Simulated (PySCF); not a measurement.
Input for PySCF: R-BP86/LANL2DZ on BBrH2 (SMILES BBr), a point of a bond scan (R = 1.420 Å).

```python
from pyscf import gto, scf, dft, mp
from pyscf.data.elements import chemcore

mol = gto.M(
    atom='''
    B    -0.84896739   -1.29115255    0.21121296
    H    -0.39627001   -2.23026393    1.17558985
    H    -1.82647135   -1.42145963   -0.44309788
    Br    0.18694365    0.28431336   -0.04650935
    ''',
    basis='lanl2dz',
    ecp={'Br': 'lanl2dz'},
    charge=0, spin=0, verbose=3, max_memory=1800)
mf = dft.RKS(mol, xc='b88,p86')
mf.conv_tol = 1e-8
mf.max_cycle = 100
mf.kernel()
if not mf.converged:
    mf = mf.newton().run(mf.mo_coeff, mf.mo_occ)
```

The log:

```
converged SCF energy = -39.2184891336646
```

The calculation finished and met its thresholds.

Cost: roughly 2.0 core-seconds.
